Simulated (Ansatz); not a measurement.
Relaxation of BCl2FH (5 atoms, charge 0, multiplicity 2), to a largest force component of 0.03 eV/Å in at most 50 steps.

Computed with UKS B3LYP/def2-SVPD (Ansatz).

```xyz
5
Properties=species:S:1:pos:R:3:forces:R:3
B -0.025 0.000 -0.097 -0.01 0.00 -0.10
F -0.050 0.000 1.225 -0.04 0.00 -0.09
H 1.020 0.000 -0.675 -0.01 0.00 -0.01
Cl -1.550 0.000 -0.968 0.06 0.00 0.04
Cl 0.025 0.000 3.930 0.01 0.00 0.16
```

Problem. Where does it end, and by what steps?

Solution. The run converged. After 5 steps the energy has fallen by 0.021 eV; Cl5 moved furthest, 0.27 Å.

| step | energy less start (eV) | largest force component (eV/Å) | accepted |
| --- | --- | --- | --- |
| 0 | 0.0000 | 0.162 | yes |
| 1 | -0.0087 | 0.111 | yes |
| 2 | -0.0127 | 0.616 | yes |
| 3 | -0.0204 | 0.055 | yes |
| 4 | -0.0208 | 0.127 | yes |
| 5 | -0.0213 | 0.024 | yes |

```xyz
5
Properties=species:S:1:pos:R:3
B -0.022 0.000 -0.164
F -0.037 0.000 1.158
H 1.013 0.000 -0.759
Cl -1.555 0.000 -1.020
Cl 0.021 0.000 4.199
```

Whether the end is a true minimum wasn't checked by a vibrational analysis.

Time of the run: 88 s on 4 threads of AMD EPYC 7571, on a shared host, peak memory 0.34 GiB.
